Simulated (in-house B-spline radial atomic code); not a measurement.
Ionising the chromium ion Cr⁺ with different functionals

Computed with a B-spline radial code for spherical atoms: non-relativistic Hamiltonian, point nucleus, spin-polarised at highest spin, spherical fractional occupations for the functionals, the average over the highest-spin determinants for Hartree-Fock. The ionisation energy is the difference of two self-consistent energies, [Ar] 3d5 → [Ar] 3d4, without Breit or QED terms; ε is the level of the shell that loses the electron (its least bound occupied spin orbital).

Hybrids are left out here: with spherical fractional occupations of an open shell their exact exchange keeps a self-interaction that integer-occupation calculations don't have.

```csv
method,rung,ΔSCF (eV),-ε(3d) (eV)
Hartree-Fock,Hartree-Fock,15.28,17.67
LDA VWN5,LDA,17.56,11.19
LDA PW92,LDA,17.55,11.18
LDA exchange-only,LDA,16.53,10.32
PBE,GGA,17.36,10.99
PBEsol,GGA,17.34,10.98
BLYP,GGA,17.18,10.80
RPBE,GGA,17.27,10.90
PW91,GGA,17.44,11.06
BP86,GGA,17.40,11.05
AM05,GGA,17.33,10.96
OLYP,GGA,17.26,10.77
TPSS,meta-GGA,17.21,10.83
SCAN,meta-GGA,17.49,11.09
r2SCAN,meta-GGA,17.49,11.07
M06-L,meta-GGA,16.90,10.44
revTPSS,meta-GGA,17.14,10.77
```

Q: How do they compare with the NIST value?

A: NIST lists 16.486 eV (measured, ground level to ground level). Errors run from -1.21 to +1.08 eV; M06-L is closest (+0.41 eV), but part of that can be cancellation, since the calculations leave out relativity, Breit-QED terms, multiplet and fine-structure energies. Hartree-Fock also lacks correlation.
